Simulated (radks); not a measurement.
Coulomb parameter of the 4d shell of the rhodium ion Rh+ in the model configuration [Kr] 4d7 5s1, as a second difference U = [E(n + 0.25) + E(n - 0.25) - 2 E(n)] / (0.25)^2 with all orbitals relaxed. "Bare": the charge of the atom changes with n. "Screened": the 5s shell takes up the change at fixed total charge, which measures U(4d,4d) + U(5s,5s) - 2 U(4d,5s). Calculated with a radial shooting solver on a logarithmic mesh with Libxc functionals: scalar-relativistic Kohn-Sham, LDA (Slater exchange, Perdew-Wang correlation), spin-unpolarised, spherical densities, point nucleus.

case,configuration,E - E(n) (eV)
start,[Kr] 4d7 5s1,0.000
bare +0.25,[Kr] 4d7.25 5s1,-3.864
bare -0.25,[Kr] 4d6.75 5s1,4.602
screened +0.25,[Kr] 4d7.25 5s0.75,-1.051
screened -0.25,[Kr] 4d6.75 5s1.25,1.167

U(bare) = 11.813 eV, U(screened by 5s) = 1.848 eV, against the Slater integral F0(4d,4d) = 16.731 eV with frozen orbitals.
